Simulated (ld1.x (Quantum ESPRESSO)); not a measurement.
PBE PAW dataset for Nb (Z = 41), fully relativistic all-electron reference.

ld1.x (Quantum ESPRESSO) 7.5 input, shortened:

```
&input
   title='Nb', zed=41., rel=2, dft='PBE', iswitch=3,
   config='[Kr] 4d4 5s1 5p0', rel_dist='average'
 /
 &inputp
   pseudotype=3, lpaw=.true., tm=.true., lloc=-1, rcloc=2.10,
   nlcc=.false.,
   which_augfun='PSQ', rmatch_augfun=1.95
 /
6
5S  1  0   1.00   0.00  2.65  3.40  0.0
5S  1  0   0.00   0.10  2.65  3.40  0.0
5P  2  1   0.00   0.00  3.25  3.50  0.0
5P  2  1   0.00   1.65  3.25  3.50  0.0
4D  3  2   4.00   0.00  1.85  2.15  0.0
4D  3  2   0.00   2.70  1.85  2.15  0.0
 &test
   configts(1)='4d4 5s1 5p0'
 /
```

Open shells are filled in proportion to 2j + 1 (rel_dist='average').

All-electron outer shells of the reference configuration (PBE, scalar-relativistic, ld1.x):

```
shell  level (eV)  outermost node (bohr)  outermost maximum (bohr)
   4s      -58.39                   0.53                      1.04
   4p      -34.52                   0.54                      1.12
   5s       -3.98                   1.41                      3.08
   4d       -3.04                   0.55                      1.49
   5p       -1.11                   1.63                      4.26
```

Results:

```
Largest excitation error                  : -1626 meV (all-electron minus pseudo) for 4d1 5s0 5p0, out of 7 test configurations
Density cutoff estimated by the generator : 117 Ry
```

The ghost test of this file was not conclusive.

Generation and tests took about 2.8 s on one core of a shared server CPU.
